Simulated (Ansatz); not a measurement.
A structure relaxed at PBE-D4/def2-TZVP in Ansatz, charge 0, doublet:

| atom | x (Å) | y (Å) | z (Å) |
| --- | --- | --- | --- |
| W1 | 1.8463 | 0.7206 | -0.1246 |
| W2 | -0.0851 | -0.0334 | 0.0061 |
| H3 | -1.7612 | -0.6873 | 0.1185 |

Task: Give its formula and point group.

Result: HW₂. Point group C∞v (tolerance 0.1 Å).

Task: Summarise the bond lengths by kind (pairs closer than 1.2 times the sum of covalent radii, bridged metal pairs left out).

Result: 1 × W–W 2.08 Å; 1 × H–W 1.80 Å.

In the def2 sets W takes a core potential; there is no spin–orbit coupling. The charge 0 doublet is spin-contaminated (final ⟨S²⟩ up to 1.98, 0.75 for a pure state). No other spin state of charge 0 was run. Another isomer (doublet) lies 0.95 eV lower at PBE0-D4/def2-TZVP; other spin states weren't run for this one.
